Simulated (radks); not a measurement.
The numbers below are computed, except where a source is named.
Initial-state core-level shifts of the chromium ion Cr+ when its valence configuration changes from [Ar] 3d5. Level of theory: scalar-relativistic Kohn-Sham, PBEsol, spin-polarised, spherical densities, finite nucleus; open shells are filled with parallel spins first; Fermi nuclear charge, rms radius 3.6452 fm (a radial shooting solver on a logarithmic mesh with Libxc functionals). Shifts are changes of the shell-averaged eigenvalues in eV (positive: less bound); the change of the density at the nucleus, which sets a Mossbauer isomer shift, is in e/bohr^3, on a base of 1.148e+04.

3d4 4s1: 1s -5.235; 2s -5.972; 3s -5.281; 3p -5.091; density at nucleus +7.464
3d3 4s1 4p1: 1s -13.022; 2s -14.678; 3s -12.808; 3p -12.371; density at nucleus +10.313
3d2 4s2 4p1: 1s -21.043; 2s -23.854; 3s -20.118; 3p -19.410; density at nucleus +21.622
3d4.5 4p0.5: 1s -3.105; 2s -3.404; 3s -3.164; 3p -3.077; density at nucleus +0.493
3d2 4s1 4p2: 1s -21.874; 2s -24.720; 3s -20.956; 3p -20.232; density at nucleus +14.106
3d3.5 4s1 4p0.5: 1s -8.985; 2s -10.147; 3s -8.950; 3p -8.644; density at nucleus +8.766
3d2.5 4s2 4p0.5: 1s -16.384; 2s -18.573; 3s -15.884; 3p -15.324; density at nucleus +18.832
3d3 4p2: 1s -14.267; 2s -15.884; 3s -14.048; 3p -13.602; density at nucleus +3.089
3d3 4s2: 1s -11.958; 2s -13.587; 3s -11.758; 3p -11.340; density at nucleus +16.304
